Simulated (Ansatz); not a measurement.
Cost and result for the atomization energy of `C[SiH2]S[SiH2][GaH2]` (14 atoms, 13 bonds).

Cartesian coordinates in Å:
```
C 0.940 1.090 0.658
Si -0.624 0.668 1.605
S -2.198 0.026 0.319
Si -1.140 -1.476 -0.809
Ga 0.778 -0.479 -1.891
H 1.499 0.187 0.381
H 1.621 1.675 1.282
H 0.713 1.693 -0.227
H -1.147 1.874 2.294
H -0.303 -0.373 2.617
H -0.791 -2.613 0.090
H -2.145 -1.970 -1.791
H 2.218 -1.096 -1.741
H 0.580 0.795 -2.787
```

The species carries charge 0 and has multiplicity 1. Correlated methods include outer-core shells of Ga, which these sets cover unevenly. Scalar relativity is left out up to krypton. All single points use the PBE0-D4/def2-TZVP geometry. It is one conformer, not always the lowest. Program: Ansatz. All runs use 2 threads of an AMD EPYC 7R13 on a shared host and a share of an NVIDIA H100 80 GB. Times are those of one run each, without the atoms' runs, and a repeat can differ threefold. Electronic energies, without spin–orbit coupling; frozen cores. CCSD(T)/CBS adds CCSD(T) − MP2 in def2-TZVPP to the MP2 limit, and its time is that of the two runs behind it. T1 = 0.013. With those shells the extrapolation isn't a true limit. HSE06 is the plane-wave form, built on full-range PBE exchange.

CCSD(T)/CBS is a level of theory with its own doubt, some kJ/mol a heavy atom from the limit and from the frozen cores, so smaller differences don't rank the functionals.

```json
{"level": "BHLYP-D4/def2-TZVPP", "functions": "331", "wall time": "3.8 s"}
{"level": "HSE06-D4/def2-TZVPP", "functions": "331", "wall time": "4.9 s"}
{"level": "r2SCANh-D4/def2-TZVPP", "functions": "331", "wall time": "5.5 s"}
{"level": "CAM-B3LYP-D4/def2-TZVPP", "functions": "331", "wall time": "6 s"}
{"level": "revPBE-D4/def2-TZVPP", "functions": "331", "wall time": "6.5 s"}
{"level": "PBE0-D4/def2-TZVPP", "functions": "331", "wall time": "6.5 s"}
{"level": "B2PLYP/def2-TZVPP", "functions": "331", "wall time": "6.5 s"}
{"level": "CCSD(T)/def2-SVP", "functions": "145", "wall time": "7.5 s"}
{"level": "ωB97X-V/def2-TZVPP", "functions": "331", "wall time": "10 s"}
{"level": "B97M-V/def2-TZVPP", "functions": "331", "wall time": "11 s"}
{"level": "CCSD(T)/def2-TZVPP", "functions": "331", "wall time": "15 s"}
{"level": "MP2/def2-QZVPP", "functions": "626", "wall time": "15 s"}
{"level": "CCSD(T)/CBS(def2)", "functions": "–", "wall time": "30 s"}
```

**Question.** What atomization energy does each give, and how far from CCSD(T)/CBS? (An estimate is asked.)

**Answer.** The calculation gave: 
| level | atomization (kcal/mol) | difference from CCSD(T)/CBS | per bond |
| --- | --- | --- | --- |
| BHLYP-D4/def2-TZVPP | 1012.9 | -17.8 | -1.4 |
| HSE06-D4/def2-TZVPP | 1022.5 | -8.2 | -0.6 |
| r2SCANh-D4/def2-TZVPP | 1029.0 | -1.7 | -0.1 |
| CAM-B3LYP-D4/def2-TZVPP | 1026.4 | -4.3 | -0.3 |
| revPBE-D4/def2-TZVPP | 1009.2 | -21.5 | -1.7 |
| PBE0-D4/def2-TZVPP | 1022.3 | -8.4 | -0.6 |
| B2PLYP/def2-TZVPP | 1008.6 | -22.1 | -1.7 |
| CCSD(T)/def2-SVP | 960.3 | -70.4 | -5.4 |
| ωB97X-V/def2-TZVPP | 1036.6 | 5.9 | 0.5 |
| B97M-V/def2-TZVPP | 1038.6 | 7.9 | 0.6 |
| CCSD(T)/def2-TZVPP | 1005.9 | -24.8 | -1.9 |
| MP2/def2-QZVPP | 1019.4 | -11.3 | -0.9 |
| CCSD(T)/CBS(def2) | 1030.7 | 0.0 | 0.0 |

The D4 term adds +17.4 kcal/mol with B3LYP and +9.3 kcal/mol with PBE0; it sums over pairs of atoms, weighted by their polarisabilities, and B3LYP, whose exchange is more repulsive, gets the larger term. In def2-TZVPP, CCSD(T) changes the Hartree–Fock value by +234.2 kcal/mol (the triples alone add +12.0 kcal/mol) and MP2 by +233.1 kcal/mol; breaking electron pairs costs correlation energy, which Hartree–Fock lacks. From PBE to PBE0 (25 % exact exchange), in def2-TZVPP and without D4, the atomization energy moves by −1.0 kcal/mol: exact exchange takes away binding that semilocal exchange gives to molecules.

B3LYP here is the variant with VWN-RPA as its local correlation; programs differ in this.
